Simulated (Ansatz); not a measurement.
Species: sum formula BN2H4, charge -1, multiplicity 1. It need not be the lowest isomer of its formula. Whether it binds its extra electron was not tested at this geometry. 
Geometry from a B3LYP-D3(BJ)/def2-TZVP (Ansatz, a program for electronic structure) optimisation:
```xyz
7

B     -0.1946    -0.0615     0.4204
N     -1.2061     0.2588    -0.4484
N      1.2147    -0.2478    -0.0388
H     -0.2938    -0.2577     1.6413
H     -2.1120     0.2886     0.0156
H      1.9345     0.0477     0.6065
H      1.3842     0.1517    -0.9551
```
Charge -1, spin multiplicity 1.

Basis-set convergence of Hartree-Fock and CCSD correlation energies (hartree) with Ansatz. Correlated levels leave the core frozen unless marked. Spin-orbit coupling is left out. Non-relativistic. This anion needs diffuse functions, which these sets lack.

```csv
basis,functions,E(HF),"E(corr, CCSD)"
cc-pVDZ,-,-135.92812,-0.47063
cc-pVTZ,146,-135.98122,-0.57186
cc-pVQZ,285,___,___
```

Question: Complete the blanks.

Answer: 
- cc-pVQZ, E(HF): -135.99591
- cc-pVQZ, E(corr, CCSD): -0.60397
